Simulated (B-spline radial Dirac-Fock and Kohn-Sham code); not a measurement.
The computed values come from a radial finite-basis atomic code: Dirac-Fock ΔSCF + Breit + QED. Correlation energy is missing from these numbers.

**Question.** An atom or ion in its tabulated ground configuration has these computed binding energies (the last is its least bound level). Which is it?

```
level  binding energy (eV)
   L1               5015.6
   M2               1115.1
   M3               1067.6
   M4                836.9
   N2                375.4
   N3                364.9
 N4,5                289.2
```

**Answer.** Sb¹³⁺: Z = 51 with 38 electrons, [Kr] 4d2.
